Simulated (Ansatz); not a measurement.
Ansatz (a program for electronic structure) input:

Ansatz 0.2 input:
```yaml
crystal:
  periodic: [false, false, false]
  atoms:
    - {symbol: Pb, position_ang: [-0.00000000, -0.00000000, -0.78916918]}
    - {symbol: Br, position_ang: [0.00000000, 0.00000000, 1.84891064]}
basis:
  gaussian:
    orbitals: def2-SVPD
magnetization: {spin_polarized: true, initial_magnetization: 1}
correlation: {method: ccsd_t, electrons: outside_noble_gas}
output: {forces: true}
```

Problem. Predict the final energy.

Solution. -2764.18907 Eh (CCSD(T)/def2-SVPD). The basis has 73 functions.
